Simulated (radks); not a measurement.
Results of a calculation; reference values are marked as such.
The dysprosium ion Dy24+, 42 electrons, occupied as [Ar] 3d10 4s2 4p5 4d6 5p1 (not the ground configuration).

Level of theory: Dirac Kohn-Sham, PBEsol, spin-unpolarised, spherical densities, point nucleus; open shells are shared between the two j in proportion to 2j + 1 (a radial shooting solver on a logarithmic mesh with Libxc functionals).

Energy parts (eV):
| part | energy |
|---|---|
| total | -323676.79 |
| kinetic | 355824.70 |
| electron-nucleus | -765324.63 |
| Hartree | 92089.36 |
| exchange-correlation | -6266.21 |

Orbitals (lengths in bohr, moments of r in powers of bohr; <r^-3> diverges for s and p1/2; r(90%) holds 90 % of the orbital's charge):
| orbital | occ. | eigenvalue (eV) | <r^-3> | r(90%) | <r^4> | <1/r> |
|---|---|---|---|---|---|---|
| 1s1/2 | 2 | -54355.23 | - | 0.0382 | 9.923e-07 | 74.57 |
| 2s1/2 | 2 | -9692.534 | - | 0.139 | 0.0001553 | 17.86 |
| 2p1/2 | 2 | -9256.456 | - | 0.123 | 0.00009555 | 17.84 |
| 2p3/2 | 4 | -8456.617 | 11000 | 0.132 | 0.0001278 | 15.62 |
| 3s1/2 | 2 | -2747.112 | - | 0.342 | 0.005819 | 6.558 |
| 3p1/2 | 2 | -2558.043 | - | 0.334 | 0.005235 | 6.473 |
| 3p3/2 | 4 | -2390.024 | 2396 | 0.352 | 0.006468 | 5.912 |
| 3d3/2 | 4 | -2066.724 | 405.2 | 0.324 | 0.004555 | 5.790 |
| 3d5/2 | 6 | -2029.942 | 357.5 | 0.329 | 0.004860 | 5.651 |
| 4s1/2 | 2 | -1082.679 | - | 0.704 | 0.1069 | 2.956 |
| 4p1/2 | 1.66667 | -1005.350 | - | 0.714 | 0.1123 | 2.876 |
| 4p3/2 | 3.33333 | -959.4556 | 664.3 | 0.744 | 0.1324 | 2.695 |
| 4d3/2 | 2.4 | -831.3920 | 105.6 | 0.761 | 0.1418 | 2.556 |
| 4d5/2 | 3.6 | -821.9318 | 92.71 | 0.769 | 0.1484 | 2.513 |
| 4f5/2 | 0 | -669.1994 | 20.70 | 0.765 | 0.1407 | 2.286 |
| 4f7/2 | 0 | -667.0109 | 20.17 | 0.768 | 0.1430 | 2.272 |
| 5s1/2 | 0 | -563.2475 | - | 1.25 | 1.105 | 1.589 |
| 5p1/2 | 0.333333 | -529.4787 | - | 1.29 | 1.224 | 1.542 |
| 5p3/2 | 0.666667 | -512.5113 | 248.3 | 1.33 | 1.390 | 1.471 |
| 5d3/2 | 0 | -457.1560 | 39.75 | 1.39 | 1.664 | 1.391 |
| 5d5/2 | 0 | -453.5892 | 34.96 | 1.41 | 1.720 | 1.375 |
| 6p1/2 | 0 | -330.7524 | - | 2.02 | 7.665 | 0.9747 |
| 6p3/2 | 0 | -322.3960 | 123.1 | 2.07 | 8.467 | 0.9401 |

The highest occupied level is 5p3/2 at -512.51 eV. The configuration is held as typed, so some empty levels lie below it. Summed over all electrons, <r^2> = 5.993 bohr^2, which gives a Langevin (diamagnetic) susceptibility term of -4.75 x 10^-6 cm^3/mol.
